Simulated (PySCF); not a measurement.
## Si5H12O

Si5H12O is a small molecule, neutral, singlet. The structure, one conformer, was relaxed in the gas phase by PBE0-D3(BJ)/def2-SVP. No frequency run checks that it is a minimum.

SMILES: [SiH3]O[Si]([SiH3])([SiH3])[SiH3]

Coordinates in Å:
```
Si1    -0.533    0.009    2.226
Si2    -0.042    0.340   -0.051
Si3     0.298    2.623   -0.460
Si4    -1.872   -0.429   -1.314
O5      1.354   -0.485   -0.480
Si6     1.982   -2.021   -0.432
H7     -0.769   -1.441    2.512
H8      0.586    0.493    3.092
H9     -1.775    0.773    2.564
H10     1.437    3.143    0.358
H11    -0.948    3.362   -0.081
H12     0.584    2.864   -1.908
H13    -2.107   -1.886   -1.068
H14    -1.640   -0.221   -2.777
H15    -3.093    0.332   -0.901
H16     1.158   -2.944   -1.272
H17     1.989   -2.531    0.974
H18     3.375   -1.975   -0.956
```

Shieldings: GIAO PBE0/pcSseg-1. Shifts are against computed references at the same level: H TMS (σ 31.27 ppm), Si TMS (σ 352.0 ppm). Core levels by delta-SCF with SCAN, pcX-2 on the ionised atom and pcseg-1 elsewhere, spin-free X2C (2p3/2 is the spin-free 2p value less a third of a first-order spin-orbit splitting); from the vacuum level, for chosen atoms.

Problem. Give the NMR and core-level values of the distinct atoms.

Solution. 
| atoms | bonded to | σ (ppm) | δ (ppm) | core level (eV) |
| --- | --- | --- | --- | --- |
| Si1 | 1 Si + 3 H | 458.2 | -106.2 | 2p3/2 106.33 |
| Si2 | 1 O + 3 Si | 350.8 | 1.1 | 2p3/2 106.57 |
| Si3 | 1 Si + 3 H | 453.6 | -101.6 | 2p3/2 106.35 |
| Si4 | 1 Si + 3 H | 458.2 | -106.2 | 2p3/2 106.33 |
| O5 | 2 Si | 349.3 | - | 1s 537.55 |
| Si6 | 1 O + 3 H | 386.7 | -34.7 | - |
| H7 H8 H9 | 1 Si | 27.56 | 3.71 | - |
| H10 H11 H12 | 1 Si | 27.57 | 3.69 | - |
| H13 H14 H15 | 1 Si | 27.57 | 3.69 | - |
| H16 H17 H18 | 1 Si | 26.38 | 4.89 | - |

Values are those of this one static structure, with the three H of a rotating XH3 group averaged; atoms that internal rotation interchanges would show their mean in an NMR spectrum.

Problem. By CAM-B3LYP/def2-SVPD (TDDFT singlets, Tamm-Dancoff triplets, ionisation by delta-SCF), where does absorption start, and what does vertical ionisation take?

Solution. The lowest singlet lies at 5.54 eV (f 0.008), the strongest of the first 6 at 6.78 eV (f 0.160), the lowest triplet at 5.00 eV; vertical ionisation takes 9.28 eV.

The 3 runs behind this took 3.6 min in all, one thread each of Arm Neoverse V2 on a shared host, launched as `OMP_NUM_THREADS=1 python cluster_run.py task.json out`.
